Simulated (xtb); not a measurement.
silylarsine (H5AsSi), singlet, at a GFN2-xTB geometry; xtb with GFN2-xTB with ALPB(water).

Here is a job for xtb.
```
$ xtb mol.xyz --gfn 2 --chrg 0 --uhf 0 --alpb water --json

# file mol.xyz
7

Si    -1.49296222     0.17053097     0.31614310
As     0.75371282    -0.07592101    -0.21903957
H     -2.29367511    -0.77990177    -0.46688108
H     -1.93901103     1.52536083    -0.03432123
H     -1.81909019    -0.04494677     1.73089424
H      0.88634284    -1.32044560     0.60966261
H      1.19438155     0.73789324     0.96294779
```

What the program printed (banner, timings and long lists left out):

```
   ID    Z sym.   atoms
    1   14 Si     1
    2   33 As     2
    3    1 H      3-7

           -------------------------------------------------
          |                Calculation Setup                |
           -------------------------------------------------

           -------------------------------------------------
          |                 G F N 2 - x T B                 |
           -------------------------------------------------

      * Solvation model:               ALPB
        Solvent                        water
        Parameter file                 internal GFN2-xTB/ALPB
        Dielectric constant                8.0200E+01
        Reference state                gsolv [1 M gas/solution]
        Free energy shift                  1.0808E-03 Eh       6.7819E-01 kcal/mol
        Temperature                        2.9815E+02 K
        Density                            1.0000E+00 kg/L
        Solvent mass                       1.8000E+01 g/mol
        Interaction kernel             P16
        Born radius scaling (c1)           1.4744E+00
        Born radii integrator          GBOBC
        Born offset                        0.0000E+00 a0       0.0000E+00 AA
        H-bond correction              true
        Ion screening                  false
        Surface tension                    1.0000E-05 Eh       1.5569E+01 dyn/cm
        Grid points                               230 per atom

          ...................................................
          :                      SETUP                      :
          :.................................................:
          :  # basis functions                  25          :
          :  # atomic orbitals                  23          :
          :  # shells                           11          :
          :  # electrons                        14          :
          :  max. iterations                   250          :
          :  Hamiltonian                  GFN2-xTB          :
          :  restarted?                      false          :
          :  GBSA solvation                   true          :
          :  PC potential                    false          :
          :  electronic temp.          300.0000000     K    :
          :  accuracy                    1.0000000          :
          :  -> integral cutoff          0.2500000E+02      :
          :  -> integral neglect         0.1000000E-07      :
          :  -> SCF convergence          0.1000000E-05 Eh   :
[...]
         :: total energy              -6.640357126389 Eh    ::
[...]
                  HL-Gap            0.1790125 Eh            4.8712 eV
             Fermi-level           -0.2862079 Eh           -7.7881 eV

     #   Z          covCN         q      C6AA      α(0)
     1  14 Si       3.677     0.450    98.554    19.021
     2  33 As       2.869     0.015   213.855    26.801
     3   1 H        0.917    -0.123     6.438     3.969
     4   1 H        0.917    -0.123     6.425     3.964
     5   1 H        0.917    -0.102     5.653     3.719
     6   1 H        0.972    -0.058     4.287     3.236
     7   1 H        0.972    -0.058     4.290     3.237

 Mol. C6AA /au·bohr⁶  :       1297.639897
 Mol. C8AA /au·bohr⁸  :      63523.462544
 Mol. α(0) /au        :         63.946364

Wiberg/Mayer (AO) data.
largest (>0.10) Wiberg bond orders for each atom

 ---------------------------------------------------------------------------
     #   Z sym  total        # sym  WBO       # sym  WBO       # sym  WBO
 ---------------------------------------------------------------------------
     1  14 Si   3.629 --     2 As   0.991     5 H    0.872     4 H    0.869
                             3 H    0.869
     2  33 As   3.123 --     1 Si   0.991     6 H    0.978     7 H    0.978
     3   1 H    0.985 --     1 Si   0.869
     4   1 H    0.985 --     1 Si   0.869
     5   1 H    0.989 --     1 Si   0.872
     6   1 H    0.997 --     2 As   0.978
     7   1 H    0.997 --     2 As   0.978
 ---------------------------------------------------------------------------

Topologies differ in total number of bonds
Writing topology from bond orders to xtbtopo.mol

molecular dipole:
                 x           y           z       tot (Debye)
 q only:       -0.144       0.043      -0.129
   full:       -0.111      -0.007       0.132       0.440
molecular quadrupole (traceless):
                xx          xy          yy          xz          yz          zz
 q only:       -0.507       0.191      -0.057      -0.698      -0.002       0.564
  q+dip:       -2.579       0.484       1.062       0.393      -0.135       1.517
   full:       -2.738       0.480       1.844       1.255      -0.019       0.894

           -------------------------------------------------
          | TOTAL ENERGY               -6.640357126389 Eh   |
          | GRADIENT NORM               0.003427129322 Eh/α |
          | HOMO-LUMO GAP               4.871177078309 eV   |
           -------------------------------------------------

normal termination of xtb
```
